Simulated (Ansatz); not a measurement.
# HCl ··· CH3I

The pair of HCl (SMILES Cl, atoms 1–2) and CH3I (SMILES CI, atoms 3–7), both closed shells, in one local arrangement (a lower one may exist), relaxed at PBE0-D4/def2-TZVP:

Cl1  (0.147, 0.361, -2.801)
H2  (-0.275, -0.511, -1.944)
C3  (0.124, 0.229, 1.014)
I4  (-0.783, -1.606, 0.422)
H5  (1.116, 0.258, 0.574)
H6  (-0.497, 1.035, 0.636)
H7  (0.169, 0.234, 2.099)
(Å)

Program: Ansatz 0.2.0. Basis: def2-TZVPPD, with def2-QZVPPD for the basis limit. Cores are frozen in the correlated methods. Filled d shells of the heavier atoms are correlated. Core potentials replace the inner electrons of the atoms past krypton. The def2 sets are not built for correlating such inner shells, so the correlated values are less sure here. B3LYP uses VWN-RPA correlation. Extrapolation: Hartree–Fock as exp(−7.88 √X), correlation as X^−2.97. Interaction energies count from these two fragments, frozen as in the pair, with the counterpoise correction; negative means bound.

**Question.** What is the interaction energy by CCSD(T) at an estimated basis limit (MP2 extrapolated from triple and quadruple zeta, plus CCSD(T) − MP2 in triple zeta)? (To be estimated.)

**Answer.** By the calculation: -3.17 kcal/mol. Hartree–Fock alone gives 0.32 kcal/mol at the basis limit, so without correlation the pair would not bind at this distance. It counts from the two fragments frozen as in the pair.

The same quantity by other methods in triple zeta, and each one's difference from that estimate:
| method | E_int (kcal/mol) | difference |
| --- | --- | --- |
| PBE-D4 | -4.34 | -1.18 |
| revPBE-D4 | -3.88 | -0.71 |
| BLYP-D4 | -3.75 | -0.58 |
| r2SCAN-D4 | -3.71 | -0.54 |
| B97M-V | -3.35 | -0.19 |
| PBE0-D4 | -3.86 | -0.69 |
| B3LYP-D4 | -3.60 | -0.43 |
| HSE06-D4 | -3.87 | -0.71 |
| wB97X-V | -3.06 | 0.11 |
| wB97M-V | -3.07 | 0.10 |
| B2PLYP | -2.18 | 0.99 |
| HF | 0.33 | 3.49 |
| MP2 | -3.18 | -0.01 |
| CCSD | -1.95 | 1.22 |
| CCSD(T) | -2.46 | 0.71 |
Differences are method less estimate.

**Question.** Which atoms make the shortest contact between the fragments?

**Answer.** H2 and I4, 2.66 Å apart.

Basis-set superposition shift (counterpoise-corrected less uncorrected): CCSD(T) 1.00; MP2 0.98; HF 0.05; PBE0-D4 0.07; wB97M-V 0.05 kcal/mol.

T1 diagnostic: at most 0.008.

For scale, one of the runs: CCSD(T)/def2-TZVPPD, 215 basis functions, launched by `ansatz run in.yaml --threads 4 --pin off --events-out ev --progress --plain --max-ram 9574MiB`. The run took 79 s on 4 CPU threads of an Arm Neoverse V2 (shared host), with 3.4 GiB of host memory at its peak.
